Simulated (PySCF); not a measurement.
## One molecule, many functionals

Compound: C₄H₅B.
Geometry (PBE0-D3(BJ)/def2-SVP, Å), atoms numbered from 1 in this order:
```
atom  x, y, z in Å
B1    -1.0980   -1.3140    0.5280
C2    -1.2059    0.2241    0.5557
C3    -0.1474    1.0639    0.4038
C4     1.2058    0.6869    0.1985
C5     2.3805    0.4340    0.0210
H6    -0.0252   -1.8436    0.3645
H7    -2.0841   -1.9990    0.6695
H8    -2.1747    0.7144    0.7040
H9    -0.3101    2.1501    0.4362
H10    3.4150    0.1905   -0.1355
```

Linear-response calculations in the def2-SVPD basis (PySCF; singlets by full response, triplets Tamm–Dancoff, core orbitals frozen in the response; HF means time-dependent Hartree–Fock). 'Strongest' is the level of largest summed f among the singlets computed (10 roots, of which the last may lack a degenerate partner); it can jump between rows when another state enters that window. S1 is the lowest singlet of each run and needn't be the same state throughout; f(S1) is that of one state. Geometry: PBE0-D3(BJ)/def2-SVP; no solvent, vibrations or thermal averaging.

| functional | kind | S1 (eV) | f(S1) | strongest (eV) | T1 (eV) | HOMO (eV) | gap (eV) | ionisation energy, ΔSCF (eV) |
| --- | --- | --- | --- | --- | --- | --- | --- | --- |
| LDA | LDA | 3.52 | 0.000 | 4.13 | 2.75 | -6.88 | 3.11 | 9.95 |
| PBE | GGA | 3.59 | 0.000 | 4.15 | 2.63 | -6.67 | 3.15 | 9.66 |
| B3LYP | global hybrid, 20% exact exchange | 4.02 | 0.000 | 4.37 | 2.72 | -7.40 | 4.61 | 9.64 |
| PBE0 | global hybrid, 25% exact exchange | 4.12 | 0.000 | 4.46 | 2.67 | -7.62 | 5.00 | 9.63 |
| BHandHLYP | global hybrid, 50% exact exchange | 4.53 | 0.000 | 4.68 | 2.71 | -8.41 | 6.85 | 9.43 |
| wB97X-D | range-separated hybrid | 4.44 | 0.000 | 4.63 | 2.84 | -9.34 | 8.53 | 9.62 |
| LC-wPBE | range-separated hybrid | 4.73 | 0.000 | 4.85 | 2.70 | -10.13 | 9.70 | 9.73 |
| HF | Hartree–Fock | 4.93 | 0.001 | 4.97 | 2.40 | -9.64 | 10.65 | not settled |

Problem. What does CAM-B3LYP (range-separated hybrid) give?

Solution. S1 (eV) 4.40, f(S1) 0.000, strongest (eV) 4.60, T1 (eV) 2.74, HOMO (eV) -8.81, gap (eV) 7.29, ionisation energy, ΔSCF (eV) 9.67. S1 runs from 3.52 eV (LDA) to 4.93 eV (HF), a spread of 1.40 eV, while the orbital gap spreads over 7.5 eV. Along PBE (0%), B3LYP (20%), PBE0 (25%), BHandHLYP (50%), HF (100%) S1 rises with the share of exact exchange. −ε(HOMO) comes closest to its own ΔSCF ionisation energy with wB97X-D (-0.28 eV) and misses most with LDA (-3.08 eV). 'Not settled' means that the ion's SCF failed to converge or may have ended in another state than the lowest.
